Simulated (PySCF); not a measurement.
A GIAO shielding run with PySCF 2.14.0 with density-fitted response routines (density fitting, non-relativistic, gas phase) on `InChI=1S/C7H12O/c1-3-7-4-5-8-6(7)2/h3,6-7H,1,4-5H2,2H3/t6-,7-/m1/s1`:

```
$ OMP_NUM_THREADS=1 python probes_run.py task.json out

{"job": {"kind": "nmr", "xc": "PBE0", "basis": "pcSseg-1"}, "charge": 0, "multiplicity": 1}
C      2.210714     0.490695     1.309096
C      1.317882     0.430278     0.339543
C      0.268005    -0.628328     0.222064
C      0.291478    -1.267795    -1.174262
C     -0.641037    -0.359163    -1.993373
O     -1.352091     0.460624    -1.083366
C     -1.155447    -0.028974     0.230913
C     -1.384608     1.086469     1.236982
H      2.236579    -0.238060     2.103198
H      2.956283     1.266561     1.352021
H      1.307303     1.172909    -0.446940
H      0.388663    -1.366764     1.016576
H     -0.105983    -2.281975    -1.129325
H      1.295314    -1.305622    -1.592945
H     -1.347920    -0.948253    -2.591480
H     -0.086281     0.299823    -2.669297
H     -1.873327    -0.846307     0.425856
H     -1.237943     0.708628     2.245140
H     -2.399428     1.461259     1.138338
H     -0.693304     1.904673     1.058225
```

Hardware: 1 thread of an Arm Neoverse N1, shared host. The job also computes population analyses, field gradients, ring-centre shieldings.

**Question.** How large is the calculation?

**Answer.** 62 electrons, 196 basis functions and 1010 auxiliary functions.

**Question.** How long does it take, and how much memory does it need?

**Answer.** 65 s of wall time, with 12 SCF cycles and 4 response iterations; peak memory 0.87 GiB. Times on a shared host scatter by some tens of per cent.
